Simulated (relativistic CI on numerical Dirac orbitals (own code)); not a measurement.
# Electric-dipole transitions in Al IV

These numbers are calculated, not measured: Dirac-Coulomb-Breit CI, separate exchange-only KLI orbitals for each configuration, a model potential for QED, valence Slater integrals scaled by 0.85, P86 correlation energy added to each configuration (own radial code, finite nucleus).

CI space (outside the closed core 1s2): 2s²2p⁶, 2s²2p⁵3s, 2s²2p⁵3p, 2s²2p⁵3d, 2s²2p⁵4s, 2s²2p⁵4p, 2s²2p⁵4d, 2s²2p⁵4f, 2s²2p⁵5s, 2s²2p⁵5p, 2s²2p⁵5d, 2s²2p⁵5f, 2s²2p⁵5g, 2s²2p⁴3s², 2s2p⁶3s, 2s²2p⁴3s3p, 2s2p⁶3p, 2s²2p⁴3p², 2s²2p⁴3s3d, 2s2p⁶3d, 2s²2p⁴3p3d. Levels of other configurations are missing.

| λ vac (Å) | Lower | Upper | A (s⁻¹) | log gf | S velocity/length |
| --- | --- | --- | --- | --- | --- |
| 111.42 | 2s²2p⁶ ¹S0 [1] | 2s²2p⁵5d ¹P°1 [107] | 5.33e+10 | -0.53 | 0.97 |
| 111.88 | 2s²2p⁶ ¹S0 [1] | 2s²2p⁵5d ³D°1 [87] | 1.70e+10 | -1.02 | 0.98 |
| 116.69 | 2s²2p⁶ ¹S0 [1] | 2s²2p⁵4d ¹P°1 [61] | 6.94e+10 | -0.37 | 0.99 |
| 117.25 | 2s²2p⁶ ¹S0 [1] | 2s²2p⁵4d ³D°1 [49] | 1.37e+10 | -1.07 | 0.99 |
| 124.47 | 2s²2p⁶ ¹S0 [1] | 2s²2p⁵4s ¹P°1 [31] | 4.13e+09 | -1.54 | 0.82 |
| 130.05 | 2s²2p⁶ ¹S0 [1] | 2s²2p⁵3d ¹P°1 [27] | 1.11e+11 | -0.07 | 0.99 |
| 130.84 | 2s²2p⁶ ¹S0 [1] | 2s²2p⁵3d ³D°1 [23] | 1.37e+10 | -0.98 | 0.99 |
| 160.67 | 2s²2p⁶ ¹S0 [1] | 2s²2p⁵3s ¹P°1 [5] | 2.00e+10 | -0.63 | 0.88 |
| 379.68 | 2s²2p⁵3s ³P°2 [2] | 2s²2p⁵5p ³D3 [71] | 1.95e+08 | -1.53 | 1.58 |
| 484.04 | 2s²2p⁵3s ³P°2 [2] | 2s²2p⁵4p ³D3 [33] | 3.02e+08 | -1.13 | 1.45 |
| 487.14 | 2s²2p⁵3s ³P°1 [3] | 2s²2p⁵4p ³D2 [34] | 1.67e+08 | -1.53 | 1.37 |
| 488.96 | 2s²2p⁵3s ³P°2 [2] | 2s²2p⁵4p ³S1 [32] | 4.34e+08 | -1.33 | 1.30 |
| 491.68 | 2s²2p⁵3s ¹P°1 [5] | 2s²2p⁵4p ¹D2 [39] | 2.37e+08 | -1.37 | 1.29 |
| 725.18 | 2s²2p⁵3d ³P°2 [18] | 2s²2p⁵5f ³D3 [99] | 9.19e+08 | -0.30 | 0.96 |
| 731.52 | 2s²2p⁵3d ³F°4 [19] | 2s²2p⁵5f ³G5 [93] | 1.54e+09 | 0.13 | 0.96 |
| 734.73 | 2s²2p⁵3d ³F°3 [20] | 2s²2p⁵5f ¹G4 [94] | 1.33e+09 | -0.02 | 0.94 |
| 739.95 | 2s²2p⁵3d ¹D°2 [24] | 2s²2p⁵5f ³G3 [109] | 1.11e+09 | -0.19 | 0.93 |
| 740.41 | 2s²2p⁵3d ³F°2 [21] | 2s²2p⁵5f ¹F3 [105] | 9.58e+08 | -0.26 | 0.93 |
| 741.36 | 2s²2p⁵3d ³D°3 [25] | 2s²2p⁵5f ³G4 [111] | 1.29e+09 | -0.02 | 0.92 |
| 743.23 | 2s²2p⁵3d ³D°2 [26] | 2s²2p⁵5f ³D3 [108] | 1.13e+09 | -0.18 | 0.91 |
| 744.08 | 2s²2p⁵3d ¹F°3 [22] | 2s²2p⁵5f ³F4 [106] | 1.09e+09 | -0.09 | 0.91 |
| 778.43 | 2s²2p⁵3p ³S1 [6] | 2s²2p⁵4s ³P°1 [29] | 2.25e+08 | -1.21 | 1.34 |
| 784.76 | 2s²2p⁵3p ³S1 [6] | 2s²2p⁵4s ³P°2 [28] | 4.35e+08 | -0.70 | 1.30 |
| 834.37 | 2s²2p⁵3p ³D3 [7] | 2s²2p⁵4s ³P°2 [28] | 1.46e+09 | -0.12 | 1.16 |
| 1098.8 | 2s²2p⁵3s ¹P°1 [5] | 2s²2p⁵3p ¹S0 [15] | 2.10e+09 | -0.42 | 0.53 |
| 1153.5 | 2s²2p⁵3p ³S1 [6] | 2s²2p⁵3d ³P°2 [18] | 1.14e+09 | 0.06 | 0.93 |
| 1164.8 | 2s²2p⁵3p ³S1 [6] | 2s²2p⁵3d ³P°1 [17] | 1.35e+09 | -0.08 | 0.93 |
| 1170.1 | 2s²2p⁵3p ³S1 [6] | 2s²2p⁵3d ³P°0 [16] | 1.45e+09 | -0.53 | 0.93 |
| 1799.6 | 2s²2p⁵3p ¹S0 [15] | 2s²2p⁵3d ¹P°1 [27] | 4.09e+08 | -0.22 | 1.13 |
| 1818.1 | 2s²2p⁵3s ³P°1 [3] | 2s²2p⁵3p ³S1 [6] | 1.15e+08 | -0.77 | 0.91 |

Terms are leading LS components. Brackets give the number of a level in order of energy, since labels repeat. The list gives strong lines, with weight on those to low levels, among the lowest 115 of 437 levels, so that lines to higher ones, which can be the strongest, are missing, and without lines across small gaps between configurations, and without 216 lines that miss the measured interval by over 3.5 %, start from a term whose rates miss tabulated ones by over 60 %, have gauges far apart or, lacking measured levels, span too small a gap for the errors found; lines with a level outside our table were not tested and can miss by more. Levels whose partners in the same complex of configurations lie outside the list can be far off, and so can their lines. Rates are taken at the computed energies, electric ones in the length gauge. A velocity-to-length ratio far from 1 marks an uncertain rate.

Correlation outside the listed configurations is missing or only estimated: errors of thousands of cm⁻¹ between configurations and terms are usual at this charge. Rates and lifetimes follow the computed energies and can be off by large factors. The fine structure of a lone outer electron comes out too small, for d and f at times inverted, and misplaced configurations move strength between like terms. 14 of the 16 excited levels that our extract of the measured tables holds in this range could be paired (the sources list more); they are missed by 1975 cm⁻¹ on average and 2664 at most, and levels without a partner can miss by more.

Task: From the table, what is the radiative lifetime of 2s²2p⁵3d ¹P°1?

Result: The listed rates from this level add up to about 1.11e+11 s⁻¹, 99 % of its decay; with all channels τ = 8.89e-12 s.

LS names give the leading component of a level, which can be under half, so a name can repeat, a term be missing and a line seem to break the LS rules.
